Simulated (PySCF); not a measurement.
# Orbital picture of HgC⁺

PBE0 at R = 2.181 Å; PySCF, scalar-relativistic core potentials, basis sets Hg def2-SVPD with ECP60, C def2-SVPD. State: ⁴Σ⁻ (quartet), unpaired electrons σ ↑, π ↑↑, a second solution, started from another occupation. Only the outer orbitals are listed, counted within each symmetry, core potentials removing the inner ones.

| spin | orbital | occ. | ε (eV) | on Hg (%) | main shells (%) |
| --- | --- | --- | --- | --- | --- |
| α | 2π | 1 | -21.06 | 99 | 99 Hg d |
| α | 2π | 1 | -21.06 | 99 | 99 Hg d |
| α | 1δ | 1 | -20.73 | 100 | 100 Hg d |
| α | 1δ | 1 | -20.73 | 100 | 100 Hg d |
| α | 5σ | 1 | -20.48 | 76 | 74 Hg d, 22 C s |
| α | 6σ | 1 | -15.88 | 70 | 69 Hg s, 25 C p |
| α | 3π | 1 | -13.77 | 5 | 95 C p |
| α | 3π | 1 | -13.77 | 5 | 95 C p |
| α | 7σ | 0 | -10.25 | 49 | 51 C p, 26 Hg p, 20 Hg s |
| α | 4π | 0 | -6.18 | 97 | 96 Hg p |
| α | 4π | 0 | -6.18 | 97 | 96 Hg p |
| β | 4σ | 1 | -22.13 | 75 | 70 Hg d, 20 C s |
| β | 2π | 1 | -20.75 | 100 | 100 Hg d |
| β | 2π | 1 | -20.75 | 100 | 100 Hg d |
| β | 1δ | 1 | -20.52 | 100 | 100 Hg d |
| β | 1δ | 1 | -20.52 | 100 | 100 Hg d |
| β | 5σ | 1 | -18.39 | 50 | 48 C s, 29 Hg d, 18 Hg s |
| β | 6σ | 0 | -12.23 | 72 | 69 Hg s, 22 C s |
| β | 7σ | 0 | -8.03 | 35 | 56 C p, 28 Hg p, 9 C s |
| β | 3π | 0 | -7.63 | 37 | 63 C p, 36 Hg p |

Q: Which are the highest filled and the lowest empty level, where do they sit, and how wide is the gap?

A: Highest filled α 3π at -13.77 eV (in %: 95 C p); lowest empty β 6σ at -12.23 eV (in %: 69 Hg s, 22 C s); the gap at PBE0 is 1.54 eV.

```json
{"bond order (Mayer)": "0.98", "⟨S²⟩": "3.764", "charge on Hg (Mulliken, basis-dependent)": "0.93", "charge on Hg (Löwdin, basis-dependent)": "0.99", "dipole moment (positive dipole points towards C; it is taken about the centre of mass and depends on that origin)": "-0.33 D"}
```

Spin–orbit coupling is left out.
